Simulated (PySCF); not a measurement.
**Dipole response of Cr⁺ (chromium, charge +1)**

[Ar] 3d4 4s1, high-spin 6D determinant (an excited configuration). Computed with PySCF 2.14 in dyall-av2z, with no relativity, point nucleus. Coupled (time-dependent) response in atomic units; α is the mean over directions. A double-zeta set is small for polarisabilities.

| method | mean α (bohr³) | α xx, yy, zz | C₆ (like pair) | S(−4) |
| --- | --- | --- | --- | --- |
| CAM-B3LYP | 35.23 | 35.61, 35.61, 34.48 | 194.8 | 1066 |

S(−4) is the Cauchy moment in α(ω) = α(0) + S(−4) ω² + …

α(iu) at CAM-B3LYP:

```
u (hartree)  α(iu) (bohr³)
          0          35.23
     0.0500          32.78
      0.100          27.31
      0.200          17.21
      0.300          11.44
      0.500          6.431
      0.750          4.090
       1.00          2.979
       1.50          1.875
       2.00          1.318
       3.00         0.7702
       5.00         0.3648
```

A single London oscillator, α(iu) = α/(1 + u²/ω²), gives C₆ = (3/4) ω α². Matching the computed C₆ needs ω = 4 × 194.8 / (3 × 35.23²) = 0.209 hartree.

For an ion, C₆ is the dispersion term alone; charge-induced terms of lower order in 1/R come first.

The components differ because the open shell of this determinant is not spherical; for a pure term their mean is the scalar polarisability.
